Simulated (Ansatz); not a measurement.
Geometry optimisation, DFT PBE-D3(BJ), scalar-relativistic, plane waves, PAW in Ansatz.

input.yaml

```yaml
crystal:
  lattice:
    - [8.1, 0.0, 0.0]
    - [0.0, 8.1, 0.0]
    - [0.0, 0.0, 8.1]
  atoms:
    - { symbol: Al, position: [0.5009096, 0.0016431, 0.0014533] }
    - { symbol: Al, position: [0.7487777, 0.2466445, 0.0005458] }
    - { symbol: Si, position: [0.7477272, 0.002204, 0.256734] }
    - { symbol: Al, position: [-0.0021149, 7.77e-05, -0.0015033] }
    - { symbol: Al, position: [0.2526215, 0.2513787, -0.0025931] }
    - { symbol: Al, position: [0.5041581, 0.5027169, 0.0014857] }
    - { symbol: Al, position: [0.7472742, 0.7543413, -0.0018952] }
    - { symbol: Al, position: [0.2488252, -0.0013719, 0.2509927] }
    - { symbol: Al, position: [0.4897715, 0.2504059, 0.2519371] }
    - { symbol: Al, position: [0.7463522, 0.4999708, 0.2460711] }
    - { symbol: Al, position: [0.4971025, -0.0013646, 0.5035611] }
    - { symbol: Al, position: [0.7494065, 0.2527008, 0.4980101] }
    - { symbol: Al, position: [0.7482927, 0.0029089, 0.7529601] }
    - { symbol: Al, position: [0.0008037, 0.5004648, -0.001293] }
    - { symbol: Al, position: [0.2510045, 0.7506973, 0.0020151] }
    - { symbol: Al, position: [0.0017498, 0.2497153, 0.2486036] }
    - { symbol: Al, position: [0.2493527, 0.5020119, 0.24957] }
    - { symbol: Al, position: [0.5060489, 0.752374, 0.2545582] }
    - { symbol: Al, position: [0.0020441, -8.26e-05, 0.501668] }
    - { symbol: Al, position: [0.2552828, 0.2537597, 0.4990465] }
    - { symbol: Al, position: [0.4987475, 0.5043066, 0.5058415] }
    - { symbol: Al, position: [0.2509774, -0.001763, 0.7511936] }
    - { symbol: Al, position: [0.5057149, 0.2480399, 0.7453311] }
    - { symbol: Al, position: [0.7569017, 0.4950766, 0.7456795] }
    - { symbol: Al, position: [0.0010952, 0.751949, 0.2461581] }
    - { symbol: Al, position: [-0.005426, 0.4998513, 0.5013295] }
    - { symbol: Al, position: [0.2487505, 0.7485988, 0.5006389] }
    - { symbol: Al, position: [0.000664, 0.2524576, 0.7519314] }
    - { symbol: Al, position: [0.2465468, 0.5028477, 0.7538098] }
    - { symbol: Al, position: [0.4986935, 0.7547887, 0.7525544] }
    - { symbol: Al, position: [0.0008929, 0.7495393, 0.7519162] }
basis:
  ecutwfc: 420.0
kpoints:
  mp_grid: { grid: [3, 3, 3] }
hamiltonian:
  xc: pbe
  dispersion: d3bj
  pseudopotentials: { kind: paw, azcp: { folder: soft_1 } }
scf:
  occupations: { method: gaussian, width: 0.15 }
  lower_state_search: "off"
relax:
  f_tol: 0.03
  max_steps: 60
  adjacent_minimum: "off"
```

Launched with:

```bash
$ ansatz run input.yaml --threads 4 --pin off --max-ram 10240MiB --backend cpu --events-out ev --progress --plain --runs-dir out
```

Task: Where does it end, and by what steps?

Result: The forces met the threshold. Limits of this set-up: coarse k mesh, no spin, though dangling bonds at a vacancy may carry it, a small cell, in which the defect meets its images. After 2 steps the energy has fallen by 0.154 eV; Al24 moved furthest, 0.09 Å.

```
step  energy less start (eV)  largest force component (eV/Å)  accepted
   0                  0.0000                           0.355       yes
   1                 -0.1463                           0.080       yes
   2                 -0.1539                           0.012       yes
```

```xyz
31
Lattice="8.1000 0.0000 0.0000 0.0000 8.1000 0.0000 0.0000 0.0000 8.1000" Properties=species:S:1:pos:R:3
Al 4.053 0.010 0.016
Al 6.076 2.016 0.020
Si 6.073 0.009 2.030
Al -0.003 0.010 0.015
Al 2.025 2.028 0.009
Al 4.042 4.055 0.009
Al 6.075 6.094 0.004
Al 2.024 0.008 2.029
Al 4.050 2.022 2.026
Al 6.074 4.061 2.044
Al 4.098 -0.016 4.043
Al 6.074 2.029 4.039
Al 6.075 -0.008 6.078
Al 0.009 4.054 0.007
Al 2.026 6.080 0.008
Al -0.001 2.022 2.025
Al 2.025 4.057 2.026
Al 4.101 6.098 2.052
Al -0.048 -0.014 4.043
Al 2.025 2.031 4.057
Al 4.063 4.076 4.054
Al 2.025 0.010 6.083
Al 4.044 2.029 6.081
Al 6.076 4.073 6.062
Al -0.052 6.097 2.050
Al -0.015 4.075 4.052
Al 2.025 6.083 4.054
Al 0.007 2.030 6.081
Al 2.024 4.060 6.076
Al 4.061 6.083 6.062
Al -0.011 6.083 6.061
```

Run time: 33 s on 4 threads of Arm Neoverse V1, on a shared host, peak memory 1.3 GiB.
